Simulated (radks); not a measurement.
Results of a calculation; reference values are marked as such.
Spherical jellium clusters: N electrons in a uniform positive sphere of charge N and radius rs N^(1/3), rs = 5.34 bohr. Level of theory: non-relativistic Kohn-Sham, PBEsol, spin-polarised, spherical densities (a radial shooting solver with Libxc functionals). Levels are named by radial order and angular momentum (1s, 1p, 1d, 2s, ...), and open shells are averaged over m.

N = 7, configuration 1s2 1p(up 3, down 2). This is the lowest configuration that the search found. Occupied levels:

level    occupation  eigenvalue (eV)  <r> (bohr)
1s up             1          -3.2914       6.894
1s down           1          -3.1725       6.802
1p up             3          -2.5501       8.128
1p down           2          -2.4108       8.129

Energy (eV): total -11.9549, kinetic 7.3151, external -155.22, Hartree 77.192, exchange-correlation -19.562, background 78.317.
